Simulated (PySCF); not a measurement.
Structure problem from calculated spectra and properties.

Formula: C5H18Si4.

| Item | Value |
| --- | --- |
| Rotational structure | rotational constants A, B, C: 1.187, 0.619, 0.512 GHz [PBE0-D3(BJ)/def2-SVP] |
| 13C NMR | chemical shifts (computed TMS as zero) by class: 40.0 (1 C), 29.1 (2 C), 22.9 (1 C), 14.6 (1 C) ppm [GIAO CAM-B3LYP/pcSseg-1] |
| 1H NMR | chemical shifts (computed TMS as zero) by class: 4.25 (1 H), 3.95 (1 H), 3.84 (2 H), 3.83 (2 H), 3.80 (1 H), 1.21 (2 H), 1.02 (3 H), 1.01 (6 H) ppm [GIAO CAM-B3LYP/pcSseg-1] |
| Dipole | 1.32 D [CAM-B3LYP/pcSseg-1] |
| NMR, other nuclei | isotropic shieldings of nuclei other than C and H, by class: 362 (1 Si), 433 (1 Si), 436 (2 Si) ppm [GIAO CAM-B3LYP/pcSseg-1] |

Electronic properties: PySCF, gas phase, density fitting. Levels stand in brackets. Geometry: PBE0-D3(BJ)/def2-SVP, one conformer, isolated molecule. NMR classes are plain means over equivalent atoms (diastereotopic ones count apart unless rotation or inversion swaps them), as if these changed places fast.

Task: Give a SMILES that accounts for the data.

Result: Numbering: `[CH3:1][CH2:2][C:3]([CH3:4])([CH3:5])[SiH:6]1[SiH2:7][SiH2:8][SiH2:9]1`. Its formula, C5H18Si4, gives 1 degree of unsaturation: 1 ring and 0 π bonds in the structure found. 5 carbons fall into 4 classes; from least to most shielded: chain CH2 carbon [C2] (40.0 ppm), methyl carbon [C4/C5] (29.1 ppm, 2 C, up to 6.5 ppm apart in this geometry), chain sp3 carbon bound to silicon [C3] (22.9 ppm), methyl carbon [C1] (14.6 ppm). Hydrogen classes from least to most shielded: 1 H on an SiH silicon, Si6 (4.25 ppm), 1 H on an SiH2 silicon, Si8 (3.95 ppm), 2 H on 2 SiH2 silicons, Si7/Si9 (3.84 ppm), 2 H on 2 SiH2 silicons, Si7/Si9 (3.83 ppm), 1 H on an SiH2 silicon, Si8 (3.80 ppm), 2 H on a chain CH2 carbon, C2 (1.21 ppm), 3 H on a methyl carbon, C1 (1.02 ppm), 6 H on 2 methyl carbons, C4/C5 (1.01 ppm, a mean of values up to 0.7 ppm apart in this geometry). The other shieldings belong to: 362 ppm, SiH silicon [Si6]; 433 ppm, SiH2 silicon [Si8]; 436 ppm, SiH2 silicon [Si7/Si9]. The optimised geometry has point group C1 and is an asymmetric top. Structure: `CCC(C)(C)[SiH]1[SiH2][SiH2][SiH2]1`. Computed isomers that give other values at the same levels: `C=C[SiH2][Si]([SiH3])([SiH3])CCC` (13C chemical shifts (computed TMS as zero) by class: 147.4 (1 C), 141.4 (1 C), 24.9 (1 C), 20.2 (1 C), 12.5 (1 C) ppm); `[SiH3][SiH]([SiH3])[SiH2]C1CCCC1` (13C chemical shifts (computed TMS as zero) by class: 33.5 (2 C), 29.4 (2 C), 23.2 (1 C) ppm); `C[C@H]1C[C@H]([Si@@H]([SiH3])[SiH2][SiH3])C1` (13C chemical shifts (computed TMS as zero) by class: 33.9 (1 C), 31.8 (1 C), 30.9 (1 C), 22.8 (1 C), 10.7 (1 C) ppm). The assignments are read from this structure; whether some other isomer fits the data as well wasn't checked.

The values belong to the conformer `[CH3:1][CH2:2][C:3]([CH3:4])([CH3:5])[SiH:6]1[SiH2:7][SiH2:8][SiH2:9]1`: C1–C2–C3–C4 -64°, C2–C3–Si6–Si7 -86°.
